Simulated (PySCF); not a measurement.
SiBr₂, SMILES Br[Si]Br (connectivity only; charge and spin as stated), neutral, multiplicity 1. Geometry: PBE-D3(BJ)/def2-TZVP. The isomer is the one that the SMILES or the coordinates give; other isomers of the formula were not compared.

The numbers are results of PBE-D3(BJ)/def2-TZVP (PySCF), not measurements.

Harmonic wavenumbers (cm⁻¹): 116, 388, 389. Rotational constants (GHz): 10.45, 1.009, 0.9198; symmetry number 2.

**Question.** Work out the zero-point energy and the ideal-gas rigid-rotor harmonic-oscillator thermochemistry at 298.15 K and 1 atm.

**Answer.** ZPE = ½ Σ hcν = ½ × 893 cm⁻¹ = 1.28 kcal/mol. H − E(el) = 4.49 kcal/mol. Entropy in cal/(mol K): translation 41.60, rotation 26.52, vibration 5.18, total 73.30. G − E(el) = -17.36 kcal/mol. Cp = 12.87 cal/(mol K). Modes under 150 cm⁻¹ make the vibrational entropy uncertain.
